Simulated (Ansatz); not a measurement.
`[Au][S]CCCCc1ccc(-c2ccc(-c3cccs3)s2)s1`, relaxed as a singlet with RKS r2SCAN-D4/def2-SVP in Ansatz, starting from the GFN2-xTB geometry. Force threshold 0.03 eV/Å.

In the def2 sets Au takes a core potential; there is no spin–orbit coupling. Single mean-field runs in def2-SVP are fitted with def2-universal-jkfit. The restricted singlet is unstable towards broken spin symmetry in Hartree–Fock (as tested in another run); at r2SCAN-D4/def2-SVP this wasn't settled. The relaxation made no stability test and no search for a lower SCF solution.

Start:

```xyz
36

Au   -8.265   -1.042    1.875
S    -6.812   -0.568    3.593
C    -5.209   -0.398    2.737
C    -4.822   -1.643    1.961
C    -3.430   -1.560    1.337
C    -3.332   -0.503    0.228
C    -2.033   -0.610   -0.493
C    -1.734   -1.400   -1.563
C    -0.396   -1.303   -1.979
C     0.344   -0.433   -1.217
C     1.719   -0.079   -1.369
C     2.618   -0.554   -2.295
C     3.891    0.010   -2.174
C     3.990    0.928   -1.156
C     5.133    1.683   -0.763
C     5.246    2.614    0.238
C     6.538    3.162    0.339
C     7.399    2.652   -0.580
S     6.651    1.485   -1.595
S     2.469    1.095   -0.326
S    -0.639    0.270    0.037
H    -4.500   -0.217    3.545
H    -5.262    0.485    2.101
H    -4.857   -2.497    2.641
H    -5.566   -1.819    1.175
H    -2.692   -1.336    2.110
H    -3.183   -2.535    0.910
H    -3.429    0.493    0.660
H    -4.147   -0.655   -0.484
H    -2.461   -2.028   -2.048
H     0.008   -1.850   -2.811
H     2.366   -1.290   -3.037
H     4.723   -0.237   -2.809
H     4.423    2.886    0.875
H     6.816    3.906    1.065
H     8.434    2.888   -0.729
```

**Question.** Estimate the energy that the relaxation releases and the steps that it takes.

**Answer.** 0.20 eV, in 14 steps; 45 s on 2 threads of AMD EPYC 7R13 on a shared host and a share (18 GiB) of an NVIDIA H100 80GB HBM3. The force fell under the threshold at step 13, but the optimiser went on. No frequencies were taken in this run, so the end may be a saddle point.

**Question.** Does the start keep its bonding?

**Answer.** By distances, no bond broke or formed. The bond that changes most is Au1–S2, from 2.30 to 2.26 Å (atoms count from 1).

**Question.** Predict the relaxed structure.

**Answer.** 
```xyz
36

Au   -8.221   -0.858    2.349
S    -6.585   -0.257    3.783
C    -5.092   -0.241    2.730
C    -4.698   -1.591    2.141
C    -3.365   -1.572    1.390
C    -3.392   -0.747    0.093
C    -2.101   -0.771   -0.662
C    -1.808   -1.391   -1.860
C    -0.462   -1.226   -2.274
C     0.298   -0.481   -1.384
C     1.692   -0.122   -1.481
C     2.643   -0.600   -2.373
C     3.920   -0.026   -2.197
C     3.974    0.903   -1.165
C     5.092    1.678   -0.690
C     5.146    2.592    0.354
C     6.432    3.165    0.531
C     7.355    2.693   -0.374
S     6.658    1.541   -1.450
S     2.405    1.065   -0.419
S    -0.684    0.011   -0.026
H    -4.311    0.111    3.433
H    -5.195    0.539    1.958
H    -4.654   -2.331    2.958
H    -5.507   -1.931    1.465
H    -2.567   -1.188    2.051
H    -3.075   -2.607    1.139
H    -3.669    0.299    0.319
H    -4.180   -1.138   -0.574
H    -2.557   -1.942   -2.432
H    -0.057   -1.625   -3.207
H     2.417   -1.361   -3.123
H     4.793   -0.284   -2.800
H     4.277    2.834    0.969
H     6.671    3.902    1.300
H     8.408    2.956   -0.470
```
Bond lengths: 15 × C–C 1.38 to 1.54 Å; 7 × C–S 1.72 to 1.83 Å; 1 × Au–S 2.26 Å; 15 × C–H 1.09 to 1.11 Å.
